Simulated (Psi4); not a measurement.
C₂H₆N, charge -1, singlet, at a GFN2-xTB geometry (a gas-phase anion, which may not be bound at this level), atoms displaced at random by about 0.1 Å a coordinate. Base run: PBE/STO-3G run with Psi4.

The Psi4 input:
```
memory 2 GB

molecule mol {
-1 1
  C     1.441541   -0.330605   -0.009058
  C    -0.046794    0.606558   -0.013820
  N    -1.383518   -0.145080   -0.076651
  H     1.368252   -0.897524    1.008880
  H     1.283766   -0.987290   -0.796872
  H     0.130943    1.191370   -1.013039
  H     0.198865    1.124199    0.837944
  H    -1.064891   -0.690734    0.902082
  H    -1.241835   -0.734569   -0.905718
}

set basis sto-3g
set reference rks

optimize('pbe')
print_variables()
```

Variants of this job, named by their change:

```
change                     ΔE vs base (kcal/mol)  optimiser steps  core-seconds (rough)
-------------------------  ---------------------  ---------------  --------------------
base                                       0.000               11                    40
step_type = sd                             0.007               48                   200
intrafrag_hess = fischer                   0.000               11                    40
g_convergence = gau_loose                  0.000               10                    40
intrafrag_hess = lindh                     0.001               34                   100
hess_update = bofill                       0.000               17                    60
step_type = nr                             0.000               11                    40
```

A gas-phase anion may not be bound at this level; its values then depend on the basis.
